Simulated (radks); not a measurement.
Fe XII, configuration [He] 2s2 2p5 3s2 3p4 (not the ground configuration).

Calculated with a radial shooting solver on a logarithmic mesh with Libxc functionals: scalar-relativistic Kohn-Sham, r2SCAN, spin-polarised, spherical densities, finite nucleus; open shells are filled with parallel spins first; meta-GGA in the generalised Kohn-Sham scheme; Fermi nuclear charge, rms radius 3.7377 fm.

Energy parts (hartree):
total: -1196.98819
kinetic: 1212.53542
electron-nucleus: -2681.58038
Hartree: 316.80807
exchange-correlation: -44.75129

Orbitals (lengths in bohr, moments of r in powers of bohr; <r^-3> diverges for s and p1/2; r(90%) holds 90 % of the orbital's charge):
orbital  occ.  eigenvalue (hartree)  r(90%)  <r^-3>     <r^2>
1s up       1             -272.1606   0.104       -  0.004596
1s down     1             -271.8759   0.104       -  0.004586
2s up       1             -43.11342   0.404       -   0.08045
2s down     1             -42.77101   0.404       -   0.08069
2p up       3             -38.86071   0.374   504.7   0.06432
2p down     2             -38.40063   0.375   500.5   0.06482
3s up       1             -13.27717    1.02       -    0.5525
3s down     1             -12.97833    1.03       -    0.5615
3p up       3             -11.91288    1.03   93.21    0.5555
3p down     1             -11.60234    1.04   91.74    0.5664

The highest occupied level is 3p down at -315.72 eV. The spin density at the nucleus is -0.40 e/bohr^3 (1s -10.05, 2s 6.45, 3s 3.19). The electron density at the nucleus is 1.533e+04 e/bohr^3 (large components only).
